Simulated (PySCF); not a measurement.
Job file and geometry (Å, from GFN2-xTB) of an NMR shielding run on SMILES c1ccc(-c2c[p-]cp2)cc1, [C9H7P2]-, GIAO PBE0/pcSseg-1 NMR shielding, non-relativistic, gas phase in PySCF 2.14.0, density-fitted response routines; density fitting, a coarse starting grid and PySCF grid level 2 are the driver's defaults:

```
$ OMP_NUM_THREADS=1 python probes_run.py task.json out

{"job": {"kind": "nmr", "xc": "PBE0", "basis": "pcSseg-1"}, "charge": -1, "multiplicity": 1}
C     -2.938037     0.023377    -0.235469
C     -2.318942     0.230337     0.986903
C     -0.942570     0.225854     1.089479
C     -0.131023     0.005778    -0.031958
C      1.314984    -0.010552     0.045576
C      2.018482    -0.192174     1.227712
P      3.749940    -0.186741     1.178153
C      3.798605     0.100608    -0.531675
P      2.317426     0.224243    -1.395847
C     -0.778472    -0.193059    -1.258401
C     -2.152119    -0.182305    -1.360562
H     -4.018121     0.026870    -0.311597
H     -2.921840     0.403999     1.870973
H     -0.483903     0.409454     2.050972
H      1.518938    -0.379209     2.170815
H      4.746033     0.195308    -1.048555
H     -0.164832    -0.355996    -2.134546
H     -2.623308    -0.339475    -2.323628
```

Task: Write the output of this run.

Result: 
```
coarse grid: 17368 points
cycle   1  E = -1029.0157694320  dE =  2.035e+00  |g| = 5.638e-01  |ddm| = 4.806e+00
cycle   2  E = -1028.9428449164  dE =  7.292e-02  |g| = 7.729e-01  |ddm| = 2.188e+00
cycle   3  E = -1029.1104720443  dE = -1.676e-01  |g| = 1.421e-01  |ddm| = 1.305e+00
cycle   4  E = -1029.1156392728  dE = -5.167e-03  |g| = 4.352e-02  |ddm| = 2.292e-01
cycle   5  E = -1029.1159818748  dE = -3.426e-04  |g| = 2.341e-02  |ddm| = 7.391e-02
cycle   6  E = -1029.1161271676  dE = -1.453e-04  |g| = 7.011e-03  |ddm| = 3.391e-02
cycle   7  E = -1029.1161393140  dE = -1.215e-05  |g| = 3.037e-03  |ddm| = 1.354e-02
cycle   8  E = -1029.1161420351  dE = -2.721e-06  |g| = 5.743e-04  |ddm| = 4.492e-03
final grid: 162328 points
cycle   9  E = -1029.1828869597  dE = -3.726e-05  |g| = 9.773e-03  |ddm| = 6.682e-02
cycle  10  E = -1029.1828565813  dE =  3.038e-05  |g| = 1.430e-02  |ddm| = 3.051e-02
cycle  11  E = -1029.1829126059  dE = -5.602e-05  |g| = 1.909e-03  |ddm| = 2.045e-02
cycle  12  E = -1029.1829136041  dE = -9.982e-07  |g| = 4.442e-04  |ddm| = 3.074e-03
cycle  13  E = -1029.1829136459  dE = -4.183e-08  |g| = 2.226e-04  |ddm| = 6.628e-04
cycle  14  E = -1029.1829136593  dE = -1.336e-08  |g| = 5.092e-05  |ddm| = 3.223e-04
cycle  15  E = -1029.1829136599  dE = -6.626e-10  |g| = 2.414e-05  |ddm| = 1.021e-04
converged SCF energy = -1029.1829136599

GIAO shielding tensors (ppm)
atom      isotropic    diamagn.    paramagn.     s11        s22        s33       span
  0 C       65.844     253.781    -187.936    -38.903     65.012    171.423    210.326
  1 C       55.639     253.216    -197.577    -55.945     52.792    170.069    226.013
  2 C       60.248     250.773    -190.525    -36.983     50.230    167.497    204.480
  3 C       35.049     253.171    -218.122    -54.575     -7.968    167.689    222.263
  4 C       24.351     255.249    -230.898    -62.587      9.507    126.133    188.719
  5 C       41.503     253.999    -212.495    -79.208     52.336    151.381    230.590
  6 P      135.478     969.746    -834.267    -50.567    107.548    349.454    400.021
  7 C       16.611     268.729    -252.118   -154.597     44.602    159.826    314.424
  8 P      140.490     970.426    -829.936    -88.457    129.244    380.684    469.141
  9 C       53.830     251.388    -197.557    -42.237     44.778    158.950    201.187
 10 C       56.118     252.581    -196.463    -54.364     52.135    170.582    224.946
 11 H       25.223      30.044      -4.821     22.275     26.088     27.306      5.031
 12 H       24.653      30.597      -5.943     21.430     25.070     27.461      6.030
 13 H       23.915      34.408     -10.493     18.456     23.551     29.738     11.282
 14 H       23.307      33.918     -10.611     20.677     21.635     27.609      6.932
 15 H       23.259      31.709      -8.450     20.175     23.613     25.988      5.813
 16 H       22.954      32.905      -9.952     16.282     22.555     30.024     13.742
 17 H       24.694      30.402      -5.708     21.482     25.102     27.499      6.016
```

Task: Turn these shieldings into chemical shifts. Chemical shifts δ = σref − σ; ¹³C (186.93 ppm) and ¹H (31.72 ppm) vs TMS; H3PO4 for ³¹P (318.38 ppm), all at this level.

Result: Averaging equivalent atoms: C 7: 170.3; C 4: 162.6; C 3: 151.9; C 5: 145.4; C 1/10: 131.0; C 2/9: 129.9; C 0: 121.1; P 6: 182.9; P 8: 177.9; H 15: 8.46; H 14: 8.41; H 13/16: 8.28; H 12/17: 7.04; H 11: 6.49 ppm. Experimental scales use liquid or dissolved standards, which lie at an offset from isolated H3PO4.

Size and cost of the density-fitted run: 236 basis functions, 64 s wall time on 1 thread of an AMD EPYC 7R43 64-Core, shared host; peak memory 1.1 GiB.
